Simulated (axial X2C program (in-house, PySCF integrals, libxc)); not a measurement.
## IYbI⁺: a free-ion multiplet in an axial field

Calculated with an axial X2C code built on PySCF integrals: two-component X2C with atomic mean-field Coulomb and Gaunt terms, basis I dyall-v3z, Yb dyall-v3z (cores contracted in-house). Orbitals come from Hartree–Fock averaged over the configuration Yb f13 s0; CI then distributes these electrons over the f, s shells of Yb.

I–Yb–I held linear, both bonds 2.770 Å.

(1) Which level do Hund's rules give for f13, how many Ω levels does it split into, and what is its Landé factor?

The computed levels compare thus:

| Ω | energy (cm⁻¹) | g∥ computed | 2gJΩ |
| --- | --- | --- | --- |
| 1/2 | 0 | 1.17 | 1.14 |
| 3/2 | 371 | 3.48 | 3.43 |
| 5/2 | 1044 | 5.76 | 5.71 |
| 7/2 | 1914 | 8.00 | 8.00 |

The 4 lowest levels are just these Ω; they span 1914 cm⁻¹, the lowest has Ω = 1/2, and the next level lies at 10122 cm⁻¹. Departures of g∥ from 2gJΩ come from intermediate coupling and from mixing with the higher-lying level J − 1 of the term. The computed g∥ is the magnitude of 2⟨Lz + ge Sz⟩.

There is no dynamic correlation: spin–orbit spacings and, for f shells, spacings inside one term are the most reliable numbers, splittings between terms come out too wide, and energies between configurations are not reliable, so the lowest level need not be the ground state of the molecule. At most 4 roots were kept for each Ω > 0 (twice that for Ω = 0) within 2.2 eV of the lowest, so higher up levels can be missing between those listed; levels with Ω > 0 are doubly degenerate and listed once, Ω = 0 levels singly. States that fill the shells left empty in the average are placed too high. The molecule was held linear; bending was not examined.

Results:

(1) S = 1/2, L = 3, J = 7/2 (2F7/2). It gives Ω = 1/2 to 7/2, 4 levels. gJ = 3/2 + [S(S+1) − L(L+1)]/[2J(J+1)] = 1.143, so g∥ = 2gJΩ.
